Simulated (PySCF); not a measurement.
Si(F)(NH2) (FH2NSi), SMILES N[Si]F (connectivity only; charge and spin as stated), neutral, multiplicity 1. Coordinates come from a PBE0-D3(BJ)/def2-TZVP optimisation. Other conformers were not sampled.

The numbers are results of PBE0-D3(BJ)/def2-TZVP (PySCF 2.14.0), not measurements.

Harmonic wavenumbers (cm⁻¹): 309, 504, 519, 719, 837, 873, 1563, 3571, 3686. Rotational constants (GHz): 25.13, 8.642, 6.431; symmetry number 1.

Problem. Work out the zero-point energy and the ideal-gas rigid-rotor harmonic-oscillator thermochemistry at 298.15 K and 1 atm.

Solution. ZPE = ½ Σ hcν = ½ × 12580 cm⁻¹ = 75.24 kJ/mol. H − E(el) = 87.99 kJ/mol. Entropy in J/(mol K): translation 160.44, rotation 96.06, vibration 13.63, total 270.12. G − E(el) = 7.45 kJ/mol. Cp = 58.74 J/(mol K).
